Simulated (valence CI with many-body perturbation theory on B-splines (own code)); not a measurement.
## Ti XVI: key properties

Computed by relativistic CI+MBPT: five valence electrons over a frozen Dirac-Fock core [He], a basis of 9 s, 9 p, 8 d, 6 f, 3 g, 1 h functions for each j, with the one-electron correlation potential Σ1 (screened to all orders), the two-electron term Σ2, the three-electron term Σ3, Breit, model QED; selected single and double excitations, second order for the rest (own B-spline code, finite nucleus).

No measured levels were compared; by estimate levels of excited configurations hold to 0.05 to 0.15 % of their energy, terms of the ground configuration to about 0.5 %. Among the levels kept, up to 1900 cm⁻¹ of a level comes from second order outside the variational space, and about a tenth of that is noise between levels of different J, which matters for small intervals.

Rates and lifetimes use the calculated energies. Strong lines usually hold to 10 to 20 %, long lifetimes can be off by a factor of two.

(1) What is the ground level?

(2) What are the static dipole polarisabilities of the lowest levels?

(3) Where does the other parity begin?

(4) Name the longest-lived excited levels whose lifetime is computed, and their main decay.

(5) What is the ionisation energy?

Answers

(1) 2s2 2p3 4S°_3/2, composition 96 % 2s2 2p3 4S° + 3 % 2s2 2p3 2P°, g = 1.973.

(2) 2s2 2p3 4S°_3/2 0.0214; 2s2 2p3 2D°_3/2 0.0182 (tensor 0.0037); 2s2 2p3 2D°_5/2 0.0186 (tensor 0.0013); 2s2 2p3 2P°_1/2 0.0163 bohr³, of which the core gives 4.00e-05.

(3) At 2s 2p4 4P_5/2, 5.370 Ry.

(4) 2s2 2p3 2D°_5/2 at 1.194 Ry lives 9.96 ms, mostly by M1 to 2s2 2p3 4S°_3/2; 2s2 2p3 2D°_3/2 at 1.060 Ry lives 537 μs, mostly by M1 to 2s2 2p3 4S°_3/2; 2s2 2p3 2P°_1/2 at 1.805 Ry lives 162 μs, mostly by M1 to 2s2 2p3 4S°_3/2.

(5) 1041.9 eV; NIST lists 1042.5 ± 0.8 eV (semi-empirical).
